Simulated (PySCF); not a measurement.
Run record: excited-state job, `CN(C)[SiH2][AsH2]`.

Method: TDDFT PBE0/def2-SVPD, vertical, gas phase, core orbitals frozen in the response (PySCF 2.14.0, density-fitted response routines). Geometry: GFN2-xTB. The command runs a driver script over a list of jobs; the input below is this job's line of settings and its coordinates in Å.

Command:
```bash
OMP_NUM_THREADS=1 python probes_run.py task.json out
```

Input:
```
{"job": {"kind": "uv", "xc": "PBE0", "basis": "def2-SVPD", "nstates": 6, "ntriplets": 2}, "charge": 0, "multiplicity": 1}
C     -1.730409    -0.807816     0.498708
N     -0.601990    -0.131431    -0.082400
C     -0.869347     1.258990    -0.337346
Si     0.988377    -0.726612     0.208216
As     2.431003     0.420786    -1.197938
H     -2.605175    -0.699441    -0.148876
H     -1.501094    -1.863691     0.605383
H     -1.984902    -0.406503     1.487499
H     -1.096076     1.809869     0.585104
H     -1.728151     1.357815    -1.008629
H     -0.002699     1.723977    -0.813559
H      1.383050    -0.683972     1.638398
H      0.900342    -2.158117    -0.130411
H      3.568891    -0.470875    -0.803342
H      2.843766     1.385009    -0.119859
```

Output:
```
coarse grid: 53944 points
cycle   1  E = -2661.3139939061  dE = -4.550e-01  |g| = 3.450e-01  |ddm| = 5.094e+00
cycle   2  E = -2661.2969895073  dE =  1.700e-02  |g| = 4.338e-01  |ddm| = 1.094e+00
cycle   3  E = -2661.3398423379  dE = -4.285e-02  |g| = 7.849e-02  |ddm| = 6.260e-01
cycle   4  E = -2661.3410606291  dE = -1.218e-03  |g| = 1.732e-02  |ddm| = 9.372e-02
cycle   5  E = -2661.3411191182  dE = -5.849e-05  |g| = 5.377e-03  |ddm| = 2.807e-02
cycle   6  E = -2661.3411259892  dE = -6.871e-06  |g| = 8.730e-04  |ddm| = 8.569e-03
final grid: 112128 points
cycle   7  E = -2661.3411211641  dE = -1.304e-07  |g| = 8.426e-04  |ddm| = 8.159e-03
cycle   8  E = -2661.3411211432  dE =  2.093e-08  |g| = 8.728e-04  |ddm| = 2.659e-03
cycle   9  E = -2661.3411213223  dE = -1.791e-07  |g| = 7.392e-05  |ddm| = 1.231e-03
cycle  10  E = -2661.3411213235  dE = -1.230e-09  |g| = 1.703e-05  |ddm| = 1.264e-04
cycle  11  E = -2661.3411213235  dE = -4.820e-11  |g| = 6.163e-06  |ddm| = 2.845e-05
converged SCF energy = -2661.3411213235

Static polarisability (au): isotropic 94.292, principal 78.866 90.821 113.190

Singlet excitations
state   eV       nm        f      main configurations
  1   5.2761    235.0   0.01581   H->L 0.95
  2   5.5758    222.4   0.01117   H->L+1 0.94
  3   5.7442    215.8   0.00550   H->L+2 0.92
  4   6.0758    204.1   0.01142   H->L+3 0.89
  5   6.3455    195.4   0.01533   H-1->L 0.53, H-1->L+1 0.39
  6   6.4815    191.3   0.03012   H->L+4 0.94

Triplet excitations (Tamm-Dancoff, eV): 5.1105 5.3826
```

The SCF starts on a coarse grid where the log names one; the energy can jump when the final grid takes over, and dE then counts from the start density on the new grid. H and L stand for HOMO and LUMO; the number after each pair is its weight.

Which computed singlet has the largest oscillator strength, and what do all of them sum to?

State 6 at 6.48 eV (191 nm), f = 0.030; the 6 states sum to 0.089.

Main results: HOMO -6.36 eV, LUMO 0.12 eV; lowest singlet 5.28 eV; lowest triplet 5.11 eV (Tamm–Dancoff); mean polarisability 94.3 au.

 The PBE0/def2-SVPD calculation is non-relativistic and has no spin–orbit coupling, an omission that weighs most on arsenic.

The run took about 60 s of CPU time (one thread, shared machine).

One conformer stands for the species.
Labels such as C1 count atoms from 1, the log's own numbers from 0.
